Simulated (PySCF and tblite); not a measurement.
The numbers below are computed, except where a source is named.
Stationary points of C$_{6}$H$_{7}$N at B3LYP-D3(BJ)/def2-SVP, in Å:

Structure A

```
 1 C    -3.031   -0.720    0.737
 2 C    -2.232   -0.913   -0.327
 3 C    -0.861   -0.540   -0.401
 4 C     0.313   -0.229   -0.496
 5 C     1.707    0.119   -0.594
 6 C     2.210    1.366    0.068
 7 N     2.572    0.062    0.601
 8 H    -2.663   -0.243    1.649
 9 H    -4.076   -1.040    0.717
10 H    -2.642   -1.397   -1.222
11 H     2.204   -0.214   -1.513
12 H     3.022    1.927   -0.407
13 H     1.473    1.980    0.597
14 H     2.002   -0.160    1.419
```

Structure B

```
 1 C    -3.125   -0.748    0.633
 2 C    -2.307   -0.891   -0.425
 3 C    -0.926   -0.543   -0.443
 4 C     0.254   -0.248   -0.482
 5 C     1.669    0.074   -0.539
 6 C     2.190    1.419    0.011
 7 N     2.426    0.197    0.636
 8 H    -2.767   -0.339    1.580
 9 H    -4.176   -1.040    0.569
10 H    -2.708   -1.307   -1.357
11 H     2.167   -0.300   -1.451
12 H     2.998    1.913   -0.557
13 H     1.446    2.116    0.431
14 H     2.860   -0.301    1.394
```

Structure C

```
 1 C    -3.180   -0.740    0.652
 2 C    -2.329   -0.899   -0.377
 3 C    -0.947   -0.556   -0.352
 4 C     0.236   -0.271   -0.351
 5 C     1.636    0.073   -0.372
 6 C     2.141    1.398    0.114
 7 N     2.340    0.202    0.918
 8 H    -2.849   -0.321    1.606
 9 H    -4.229   -1.028    0.559
10 H    -2.701   -1.325   -1.317
11 H     2.195   -0.369   -1.207
12 H     2.988    1.839   -0.425
13 H     1.425    2.120    0.517
14 H     3.295   -0.147    0.819
```

Geometries: B3LYP-D3(BJ)/def2-SVP; energies: B3LYP/pcSseg-1 + D3(BJ); zero-point and thermal terms from GFN2-xTB harmonic modes (soft modes blended into free rotors).

Q: Which structure is a saddle point, and along which motion?

A: B: one imaginary mode (935i cm⁻¹ at GFN2-xTB, mostly on H14, N7), along the pyramidal inversion at N7.

Q: Give their symmetry and energies above the lowest.

A: A C1, 0.0 kcal/mol; B C1, 17.3 kcal/mol; C C1, 1.5 kcal/mol.
